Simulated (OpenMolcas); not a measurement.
An atom or ion with 41 electrons was computed by SS-CASPT2, IPEA 0.25 Eh, imaginary shift 0.1 Eh with spin-orbit coupling (OpenMolcas, ANO-RCC-VTZP, DKH2). The lowest levels that the run gave, each within 12 % of the measured value where one is at hand:

```json
{"J": "5/2", "Parity": "even", "E (cm⁻¹)": "0.0", "g": "2.000"}
{"J": "1/2", "Parity": "even", "E (cm⁻¹)": "11510", "g": "3.322"}
{"J": "3/2", "Parity": "even", "E (cm⁻¹)": "11760", "g": "1.866"}
{"J": "5/2", "Parity": "even", "E (cm⁻¹)": "12140", "g": "1.657"}
{"J": "7/2", "Parity": "even", "E (cm⁻¹)": "12610", "g": "1.587"}
{"J": "9/2", "Parity": "even", "E (cm⁻¹)": "13160", "g": "1.555"}
{"J": "5/2", "Parity": "even", "E (cm⁻¹)": "16540", "g": "0.579"}
{"J": "7/2", "Parity": "even", "E (cm⁻¹)": "16650", "g": "0.986"}
{"J": "9/2", "Parity": "even", "E (cm⁻¹)": "16730", "g": "1.172"}
{"J": "11/2", "Parity": "even", "E (cm⁻¹)": "16750", "g": "1.272"}
{"J": "1/2", "Parity": "even", "E (cm⁻¹)": "16910", "g": "0.712"}
{"J": "3/2", "Parity": "even", "E (cm⁻¹)": "16920", "g": "1.373"}
```

Question: Which ion is it, and what are the configurations and terms?

Answer: Mo+ (Z = 42, charge +1; active space 5 electrons in 6 orbitals (4d 5s)). J, parity and g give the terms where levels are pure, and mixed ones are named by the computed weights; the size of the splittings, set against known spectra of the 41-electron sequence, gives the charge. In order, with the measured energies in cm⁻¹ (NIST Handbook of Basic Atomic Spectroscopic Data): 4d⁵ ⁶S_5/2, 4d⁴ 5s ⁶D_1/2 (11783), 4d⁴ 5s ⁶D_3/2 (12034), 4d⁴ 5s ⁶D_5/2 (12417), 4d⁴ 5s ⁶D_7/2 (12900), 4d⁴ 5s ⁶D_9/2 (13461), 4d⁵ ⁴G_5/2 (15199), 4d⁵ ⁴G_7/2 (15331), 4d⁵ ⁴G_9/2 (15428), 4d⁵ ⁴G_11/2 (15447), 4d⁴ 5s ⁴D_1/2(1) [73 %], 4d⁴ 5s ⁴D_3/2(1) [67 %].

CASPT2 does not keep the components of a term degenerate, so their means are used; among the terms shown or strongly mixed into the levels shown the widest spread is 310 cm-1 (4d⁴ 5s ⁶D). Terms from blocks run as CI alone lack orbitals of their own. Configurations are named by rounded mean occupations; where the s occupation lies near a half they are strongly mixed, a name can repeat and a true partner stay unpaired. A single d shell beside an s shell can misplace configurations of different d count against each other. Measured partners are found by configuration, term and J. A level has none where our copy of the source lacks it or the pairing is in doubt (some pairs that miss far off the trend of their configuration count as doubtful), and it then counts in no deviation. Levels of configurations outside the active space are missing.

A share in square brackets marks a mixed level and gives the weight of the term that names it. A number in round brackets counts repeated terms of one configuration in the order of the reference energies.
